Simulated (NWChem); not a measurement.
System: CH5F2NSi; SMILES C[Si](N)(F)F

Here is an NWChem input.

```
start job
memory heap 200 mb stack 900 mb global 1100 mb
geometry units angstroms noautoz
  C      0.506328    -1.724569    -0.070642
  Si    -0.066913     0.036450     0.055390
  N      1.246911     1.138128     0.095623
  F     -0.943814     0.296832     1.408304
  F     -1.134275     0.321613    -1.156919
  H      1.102013    -1.882970    -0.992627
  H      1.133838    -2.000150     0.799477
  H     -0.361387    -2.412442    -0.110882
  H      2.033804     1.015609    -0.544511
  H      1.082071     2.128414     0.290193
end
basis spherical
  * library def2-svp
end
dft
  xc xwpbe 1.00 cpbe96 1.0 hfexch 1.00
  cam 0.1 cam_alpha 0.0 cam_beta 1.0
  iterations 150
  vectors input atomic output neutral.movecs
end
task dft energy
charge 1
dft
  odft
  mult 2
  vectors input atomic output cation.movecs
end
task dft energy
```

Parts of the log:

```
             Northwest Computational Chemistry Package (NWChem) 7.3.0
             --------------------------------------------------------

 C1  symmetry detected

                             Geometry "geometry" -> ""
                             -------------------------

 Output coordinates in angstroms (scale by  1.889725989 to convert to a.u.)

  No.       Tag          Charge          X              Y              Z
 ---- ---------------- ---------- -------------- -------------- --------------
    1 C                    6.0000     0.25100293     1.77324636    -0.37166712
    2 Si                  14.0000    -0.00478675    -0.02603692     0.00625954
    3 N                    7.0000     1.45284401    -0.79654070     0.47857628
    4 F                    9.0000    -0.57535867    -0.84536683    -1.28613228
    5 F                    9.0000    -1.21147888    -0.15701230     1.10944232
    6 H                    1.0000     0.64099874     2.31342724     0.51495328
    7 H                    1.0000     0.97126681     1.90498409    -1.20274225
    8 H                    1.0000    -0.70782690     2.24902247    -0.65802406
    9 H                    1.0000     2.08424200    -0.33303800     1.13468973
   10 H                    1.0000     1.48394608    -1.81216001     0.59366818

 Effective nuclear repulsion energy (a.u.)     256.5603269026

  pbe96 is a nonlocal functional; adding pw91lda local functional.

                                 NWChem DFT Module
                                 -----------------

 Summary of "ao basis" -> "ao basis" (spherical)
 ------------------------------------------------------------------------------
       Tag                 Description            Shells   Functions and Types
 ---------------- ------------------------------  ------  ---------------------
 C                          def2-svp                 6       14   3s2p1d
 Si                         def2-svp                 8       18   4s3p1d
 N                          def2-svp                 6       14   3s2p1d
 F                          def2-svp                 6       14   3s2p1d
 H                          def2-svp                 3        5   2s1p

            General Information
            -------------------
          SCF calculation type: DFT
          Wavefunction type:  closed shell.
          No. of atoms     :    10
          No. of electrons :    50
           Alpha electrons :    25
            Beta electrons :    25
          Charge           :     0
          Spin multiplicity:     1
          Use of symmetry is: off; symmetry adaption is: off
          Maximum number of iterations: 150
          AO basis - number of functions:    99
                     number of shells:    47
          Convergence on energy requested:  1.00D-06
          Convergence on density requested:  1.00D-05
          Convergence on gradient requested:  5.00D-04

              XC Information
              --------------
                     Hartree-Fock (Exact) Exchange  1.000
                     LC-wPBE(h)Exchange Functional  1.000
            Perdew 1991 LDA Correlation Functional  1.000 local
           PerdewBurkeErnz. Correlation Functional  1.000 non-local

           Range-Separation Parameters
           ---------------------------
           Alpha           :  0.00
           Beta            :  1.00
           Gamma           :  0.10
           Short-Range HF  :     F

             Grid Information
             ----------------
          Grid used for XC integration:  medium
          Radial quadrature: Mura-Knowles
          Angular quadrature: Lebedev.
          Tag              B.-S. Rad. Rad. Pts. Rad. Cut. Ang. Pts.
          ---              ---------- --------- --------- ---------
          C                   0.70       49          11.0       434
          Si                  1.10       88           8.0       590
          N                   0.65       49          10.0       434
          F                   0.50       49          10.0       434
          H                   0.35       45          12.0       434
          Grid pruning is: on
          Number of quadrature shells:   509
          Spatial weights used:  Erf1

      Superposition of Atomic Density Guess
      -------------------------------------

 Sum of atomic energies:        -581.68895423

      Non-variational initial energy
      ------------------------------

 Total energy =    -583.426495
 1-e energy   =   -1315.477210
 2-e energy   =     475.490388
 HOMO         =      -0.370156
 LUMO         =       0.058829

   convergence    iter        energy       DeltaE   RMS-Dens  Diis-err
 ---------------- ----- ----------------- --------- --------- ---------
 d= 0,ls=0.0,diis     1   -584.3413389621 -8.41D+02  1.52D-02  9.75D-01
 d= 0,ls=0.0,diis     2   -584.3056786104  3.57D-02  7.30D-03  1.71D+00
 d= 0,ls=0.0,diis     3   -584.4447013518 -1.39D-01  1.16D-03  2.59D-02
 d= 0,ls=0.0,diis     4   -584.4461367048 -1.44D-03  4.95D-04  6.43D-03
 d= 0,ls=0.0,diis     5   -584.4467628810 -6.26D-04  1.12D-04  4.08D-04
  Resetting Diis
 d= 0,ls=0.0,diis     6   -584.4468039602 -4.11D-05  3.13D-05  1.46D-05
 d= 0,ls=0.0,diis     7   -584.4468055941 -1.63D-06  1.79D-05  1.72D-06
 d= 0,ls=0.0,diis     8   -584.4468054658  1.28D-07  9.69D-06  3.03D-06

         Total DFT energy =     -584.446805465823
      One electron energy =    -1319.646453971842
           Coulomb energy =      534.310235399438
    Exchange-Corr. energy =      -55.670913796038
 Nuclear repulsion energy =      256.560326902619

 Numeric. integr. density =       50.000003642049

                       DFT Final Molecular Orbital Analysis
                       ------------------------------------

 Vector   23  Occ=2.000000D+00  E=-3.789138D-01
              MO Center= -7.7D-01, -3.3D-01, -8.6D-02, r^2= 2.6D+00
   Bfn.  Coefficient  Atom+Function         Bfn.  Coefficient  Atom+Function
  ----- ------------  ---------------      ----- ------------  ---------------
    66     -0.332866   5 F  pz               52     -0.318319   4 F  pz
    50      0.310050   4 F  px               65     -0.301967   5 F  py
    69      0.224498   5 F  pz               55      0.216225   4 F  pz
    53     -0.211980   4 F  px               68      0.209665   5 F  py
    51      0.121815   4 F  py               64     -0.112189   5 F  px

 Vector   24  Occ=2.000000D+00  E=-3.486366D-01
              MO Center= -3.6D-03,  7.0D-01, -1.3D-01, r^2= 3.0D+00
   Bfn.  Coefficient  Atom+Function         Bfn.  Coefficient  Atom+Function
  ----- ------------  ---------------      ----- ------------  ---------------
     5      0.375682   1 C  py               65     -0.268347   5 F  py
    51     -0.246872   4 F  py                8      0.239769   1 C  py
     3     -0.209998   1 C  s                23     -0.200739   2 Si py
    68      0.181395   5 F  py               54      0.166422   4 F  py
    35      0.140199   3 N  s                17     -0.132489   2 Si s

 Vector   25  Occ=2.000000D+00  E=-2.865880D-01
              MO Center=  1.3D+00, -7.1D-01,  4.0D-01, r^2= 1.4D+00
   Bfn.  Coefficient  Atom+Function         Bfn.  Coefficient  Atom+Function
  ----- ------------  ---------------      ----- ------------  ---------------
    38      0.456964   3 N  pz               41     -0.369997   3 N  pz
    36     -0.303487   3 N  px               39      0.259035   3 N  px
    64     -0.157953   5 F  px               67      0.110679   5 F  px
    27     -0.106086   2 Si pz               35      0.103439   3 N  s
    34      0.092109   3 N  s                50      0.087636   4 F  px

 Vector   26  Occ=0.000000D+00  E= 6.301960D-02
              MO Center=  1.1D+00, -2.1D-03,  5.6D-01, r^2= 6.3D+00
   Bfn.  Coefficient  Atom+Function         Bfn.  Coefficient  Atom+Function
  ----- ------------  ---------------      ----- ------------  ---------------
     3      1.320258   1 C  s                35      1.093954   3 N  s
    18     -0.819463   2 Si s                91     -0.735926   9 H  s
    76     -0.584629   6 H  s                96     -0.564851  10 H  s
    86     -0.465641   8 H  s                81     -0.423383   7 H  s
    34      0.232459   3 N  s                41      0.179739   3 N  pz

 Vector   27  Occ=0.000000D+00  E= 1.007914D-01
              MO Center=  4.0D-01,  2.3D-01,  1.0D-01, r^2= 5.4D+00
   Bfn.  Coefficient  Atom+Function         Bfn.  Coefficient  Atom+Function
  ----- ------------  ---------------      ----- ------------  ---------------
    76      0.932812   6 H  s                 3     -0.739332   1 C  s
    96     -0.717895  10 H  s                35      0.536629   3 N  s
    27     -0.509537   2 Si pz               25     -0.361490   2 Si px
    49     -0.329335   4 F  s                18      0.293291   2 Si s
     7     -0.275547   1 C  px               81      0.253465   7 H  s

 Vector   28  Occ=0.000000D+00  E= 1.077223D-01
              MO Center=  6.5D-01,  8.5D-01, -8.6D-02, r^2= 6.3D+00
   Bfn.  Coefficient  Atom+Function         Bfn.  Coefficient  Atom+Function
  ----- ------------  ---------------      ----- ------------  ---------------
     3      1.885232   1 C  s                81     -1.071123   7 H  s
    86     -0.726095   8 H  s                91      0.650561   9 H  s
    35     -0.611042   3 N  s                26     -0.538714   2 Si py
    18     -0.476757   2 Si s                76     -0.363272   6 H  s
    27     -0.352753   2 Si pz               96      0.342659  10 H  s

     Multipole analysis of the density
     ---------------------------------

     L   x y z        total         alpha         beta         nuclear
     -   - - -        -----         -----         ----         -------
     0   0 0 0     -0.000000    -25.000000    -25.000000     50.000000

[...]
```

Level: LC-wPBE (HJS exchange hole, range parameter 0.1 per bohr)/def2-SVP, vertical spin-unrestricted ions. All runs use the structure optimised with PBE-D3(BJ)/def2-SVP.
